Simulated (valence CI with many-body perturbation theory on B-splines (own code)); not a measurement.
## E1 line list for Pr45+

Computed by relativistic CI+MBPT: four valence electrons over a frozen Dirac-Fock core [Ne], radial functions for each j: 11 s, 11 p, 10 d, 8 f, 5 g, 2 h, with the one-electron correlation potential Σ1 (screened to all orders), the two-electron term Σ2, the three-electron term Σ3, Breit, model QED; selected single and double excitations, second order for the rest, scaled by the run's own slope (own B-spline code, finite nucleus).

No measured spectrum was set against this ion. As an estimate, large intervals hold to a few tenths of a per cent, small ones and those within an open d or f shell to about a per cent. Among the levels kept, up to 550 cm⁻¹ of a level comes from second order outside the variational space, and about a tenth of that is noise between levels of different J, which matters for small intervals.

Lines 1 to 50 of 541 in falling wavelength, among levels below 62.240 Ry, chosen from the strongest by gf and those to the six lowest levels. Wavelengths and rates use the calculated energies. Electric multipoles are in the length gauge with retardation, E1 and E2 with the static RPA response of the core. Weak lines are less certain than strong ones. Lines between different terms over intervals too small for the method are left out, as are lines whose strength nearly cancels. Where a level lies close to another of its J and parity, the split of strength between their lines is uncertain. The highest levels of a list are the least certain.

Levels are named by their leading jj configuration (3d3/2^4 stands for four electrons in 3d with j = 3/2), which in mixed levels can hold well under half, so a name can repeat and another be missing. Letters in brackets count levels of one name in rising energy.

| λ vac (Å) | Upper | Lower | A (s⁻¹) | S (a.u.) |
| --- | --- | --- | --- | --- |
| 1006 | (3s 3p1/2^2 3p3/2) J=1 | (3s^2 3p3/2^2) J=2 | 6.24e+05 | 9.42e-04 |
| 180.8 | (3s^2 3p1/2 3d3/2) J=1 | (3s^2 3p3/2^2) J=2 | 2.56e+07 | 2.24e-04 |
| 165.1 | (3s^2 3p1/2 3d5/2) J=2 | (3s^2 3p3/2^2) J=2 | 1.48e+08 | 1.64e-03 |
| 159.3 | (3s^2 3p1/2 3d5/2) J=3 | (3s^2 3p3/2^2) J=2 | 1.15e+08 | 1.60e-03 |
| 132.2 | (3s 3p1/2 3p3/2 3d3/2) J=4 | (3s^2 3p3/2 3d3/2) J=3 | 4.01e+09 | 4.11e-02 |
| 121.4 | (3s 3p1/2 3d3/2 3d5/2) J=5 | (3s^2 3d3/2 3d5/2) J=4 | 7.16e+09 | 6.95e-02 |
| 118.2 | (3p1/2 3p3/2^2 3d5/2) J=5 | (3s 3p3/2^2 3d5/2) J=4 [b] | 8.82e+09 | 7.90e-02 |
| 116.4 | (3s 3p1/2 3p3/2^2) J=2 [a] | (3s^2 3p3/2^2) J=2 | 4.61e+08 | 1.79e-03 |
| 112.5 | (3s 3p1/2^2 3p3/2) J=2 | (3s^2 3p1/2 3p3/2) J=2 | 5.28e+09 | 1.86e-02 |
| 110.9 | (3s 3p1/2 3p3/2 3d5/2) J=5 | (3s^2 3p3/2 3d5/2) J=4 | 1.05e+10 | 7.75e-02 |
| 109.3 | (3s 3p1/2 3p3/2 3d5/2) J=4 [c] | (3s^2 3p3/2 3d5/2) J=3 | 5.11e+09 | 2.97e-02 |
| 107.8 | (3p1/2^2 3d3/2^2) J=2 | (3s 3p1/2 3d3/2^2) J=1 [a] | 1.06e+10 | 3.28e-02 |
| 107.3 | (3p1/2^2 3p3/2 3d5/2) J=3 | (3s 3p1/2 3p3/2 3d5/2) J=3 [d] | 7.68e+09 | 3.28e-02 |
| 106.9 | (3s 3p1/2 3p3/2^2) J=3 | (3s^2 3p3/2^2) J=2 | 6.84e+09 | 2.88e-02 |
| 106.7 | (3s 3p1/2 3d3/2 3d5/2) J=4 [c] | (3s^2 3d3/2 3d5/2) J=4 | 5.50e+09 | 2.97e-02 |
| 106.3 | (3s 3p1/2 3d5/2^2) J=3 [a] | (3s^2 3d5/2^2) J=2 | 9.14e+09 | 3.80e-02 |
| 105.9 | (3p1/2^2 3p3/2 3d5/2) J=4 | (3s 3p1/2 3p3/2 3d5/2) J=3 [c] | 1.05e+10 | 5.55e-02 |
| 105.9 | (3s 3p1/2 3p3/2 3d5/2) J=3 [a] | (3s^2 3p3/2 3d5/2) J=2 | 6.70e+09 | 2.75e-02 |
| 105.8 | (3s 3p1/2^2 3d5/2) J=3 | (3s^2 3p1/2 3d5/2) J=3 | 7.53e+09 | 3.08e-02 |
| 105.7 | (3s 3p1/2^2 3p3/2) J=2 | (3s^2 3p1/2 3p3/2) J=1 | 7.04e+09 | 2.05e-02 |
| 105.1 | (3s 3p1/2 3d5/2^2) J=5 | (3s^2 3d5/2^2) J=4 | 1.19e+10 | 7.54e-02 |
| 103.4 | (3s 3p1/2^2 3d5/2) J=3 | (3s^2 3p1/2 3d5/2) J=2 | 1.11e+10 | 4.23e-02 |
| 102.5 | (3p1/2 3p3/2^2 3d5/2) J=3 [b] | (3s 3p3/2^2 3d5/2) J=2 [a] | 1.12e+10 | 4.19e-02 |
| 102.4 | (3p1/2 3p3/2^2 3d3/2) J=4 | (3s 3p3/2^2 3d3/2) J=4 | 7.90e+09 | 3.76e-02 |
| 102.1 | (3p1/2^2 3p3/2 3d3/2) J=3 | (3s 3p1/2 3p3/2 3d3/2) J=3 [c] | 9.33e+09 | 3.43e-02 |
| 100.6 | (3p1/2 3p3/2^2 3d5/2) J=2 [a] | (3s 3p3/2^2 3d5/2) J=3 [c] | 1.11e+10 | 2.79e-02 |
| 100.0 | (3p1/2^2 3p3/2 3d3/2) J=2 | (3s 3p1/2 3p3/2 3d3/2) J=2 [c] | 1.13e+10 | 2.78e-02 |
| 99.38 | (3s 3p1/2^2 3d3/2) J=2 | (3s^2 3p1/2 3d3/2) J=2 | 1.10e+10 | 2.67e-02 |
| 99.17 | (3p1/2 3p3/2^2 3d5/2) J=2 [c] | (3s 3p3/2^2 3d5/2) J=3 [d] | 1.24e+10 | 2.98e-02 |
| 98.26 | (3s 3p1/2 3p3/2 3d5/2) J=3 [d] | (3s^2 3p3/2 3d5/2) J=3 | 1.02e+10 | 3.33e-02 |
| 98.08 | (3p1/2^2 3p3/2 3d5/2) J=4 | (3s 3p1/2 3p3/2 3d5/2) J=4 [b] | 6.41e+09 | 2.69e-02 |
| 97.70 | (3p1/2 3p3/2^2 3d3/2) J=3 [a] | (3s 3p3/2^2 3d3/2) J=3 | 1.04e+10 | 3.34e-02 |
| 97.51 | (3s 3p1/2^2 3d5/2) J=2 | (3s^2 3p1/2 3d5/2) J=3 | 1.74e+10 | 3.99e-02 |
| 97.48 | (3s 3p1/2 3d5/2^2) J=4 [b] | (3s^2 3d5/2^2) J=4 | 1.17e+10 | 4.80e-02 |
| 97.10 | (3p1/2^2 3d3/2^2) J=0 | (3s 3p1/2 3d3/2^2) J=1 [b] | 5.50e+10 | 2.49e-02 |
| 97.06 | (3s 3p1/2 3d3/2 3d5/2) J=3 [d] | (3s^2 3d3/2 3d5/2) J=4 | 1.20e+10 | 3.79e-02 |
| 96.55 | (3s 3p1/2 3d5/2^2) J=3 [b] | (3s^2 3d5/2^2) J=4 | 1.31e+10 | 4.06e-02 |
| 94.86 | (3p1/2 3p3/2^2 3d3/2) J=1 [c] | (3s 3p3/2^2 3d3/2) J=2 [c] | 1.90e+10 | 2.40e-02 |
| 94.55 | (3p1/2^2 3p3/2 3d5/2) J=2 | (3s 3p1/2 3p3/2 3d5/2) J=2 [b] | 1.53e+10 | 3.20e-02 |
| 93.80 | (3s 3p1/2^2 3p3/2) J=1 | (3s^2 3p1/2 3p3/2) J=2 | 2.07e+10 | 2.53e-02 |
| 92.65 | (3s 3p1/2 3p3/2^2) J=1 [a] | (3s^2 3p3/2^2) J=2 | 6.59e+09 | 7.76e-03 |
| 92.49 | (3p1/2 3p3/2^2 3d5/2) J=3 [a] | (3s 3p3/2^2 3d5/2) J=4 [a] | 1.66e+10 | 4.54e-02 |
| 91.54 | (3p1/2 3p3/2^2 3d5/2) J=4 [b] | (3s 3p3/2^2 3d5/2) J=4 [a] | 1.48e+10 | 5.04e-02 |
| 91.43 | (3s 3p1/2 3p3/2 3d3/2) J=2 [a] | (3s 3p1/2 3p3/2^2) J=3 | 1.57e+10 | 2.97e-02 |
| 90.97 | (3s 3p1/2 3p3/2^2) J=2 [b] | (3s^2 3p3/2^2) J=2 | 1.25e+10 | 2.32e-02 |
| 90.59 | (3p1/2^2 3d3/2^2) J=2 | (3s 3p1/2 3d3/2^2) J=3 | 3.62e+10 | 6.65e-02 |
| 89.35 | (3p1/2^2 3p3/2 3d5/2) J=3 | (3s 3p1/2 3p3/2 3d5/2) J=4 [b] | 2.07e+10 | 5.11e-02 |
| 88.97 | (3s 3p1/2^2 3p3/2) J=1 | (3s^2 3p1/2 3p3/2) J=1 | 5.96e+09 | 6.21e-03 |
| 88.94 | (3s 3p1/2 3p3/2 3d5/2) J=3 [c] | (3s^2 3p3/2 3d5/2) J=4 | 1.45e+10 | 3.53e-02 |
| 88.58 | (3p1/2^2 3p3/2 3d5/2) J=2 | (3s 3p1/2 3p3/2 3d5/2) J=3 [a] | 2.72e+10 | 4.66e-02 |
